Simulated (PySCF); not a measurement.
## Electron correlation in V⁻ (vanadium, charge -1)

[Ar] 3d4 4s2, high-spin 5D determinant. All numbers are calculated (PySCF 2.14, the spin-free X2C one-electron Hamiltonian (Gaussian nucleus), in x2c-TZVPPall with one added diffuse shell each of s, p, d, f type (7s6p5d3f1g, 80 functions)). Frozen: [Ne]; 14 electrons correlated.

MP2 pair energies summed by pair of shells (mhartree):

| pair | energy | share (%) |
| --- | --- | --- |
| 3p-3d | -134.37 | 35.4 |
| 3p-3p | -97.56 | 25.7 |
| 3d-3d | -48.68 | 12.8 |
| 3s-3p | -32.74 | 8.6 |
| 3s-3d | -21.07 | 5.6 |
| 3d-4s | -17.66 | 4.7 |
| 4s-4s | -11.56 | 3.0 |
| 3p-4s | -9.97 | 2.6 |
| 3s-3s | -5.35 | 1.4 |
| 3s-4s | -0.61 | 0.2 |

Total MP2 correlation energy: -379.57 mhartree.

Same-spin part -140.95 and opposite-spin part -238.63 mhartree; SCS-MP2 scales them by 1/3 and 6/5 to -333.33 mhartree.

The Hartree-Fock reference does not bind the outermost electron (its level is positive or very diffuse), so these energies belong to a reference that the basis holds together.

This basis was not built for core-valence correlation, so the inner-shell part is incomplete.
